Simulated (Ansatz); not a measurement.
```csv
atom,x (Å),y (Å),z (Å)
C,0.0000,-0.3788,-0.0481
O,0.0000,-0.3593,1.0615
N,0.0000,0.6255,-0.7860
H,0.0000,-1.2539,-0.5904
H,0.0000,0.5492,-1.7118
H,0.0000,1.4732,-0.3992
```

Basis set: cc-pVDZ (spherical functions). Frozen core: 3 orbitals. Charge 0, multiplicity 1.

Computed with Ansatz (development build ahead of 0.2.0); each method stands on the lowest determinant of its kind that the runs found. Restricted open shells among the atoms or ions are ROHF, correlated in semicanonical orbitals with singles.

(1) Give the atomization energy at this shape (free ground-state atoms in the same class of orbitals less the molecule, no zero-point energy) of singlet CH3NO by RHF-MP2, RHF.

## Answers

(1)

| method | atomization energy |
| --- | --- |
| RHF-MP2 | 2036.2 kJ/mol |
| RHF | 1438.5 kJ/mol |

Caution: no unrestricted run beside it, a lower state can exist; the shape is not the minimum.
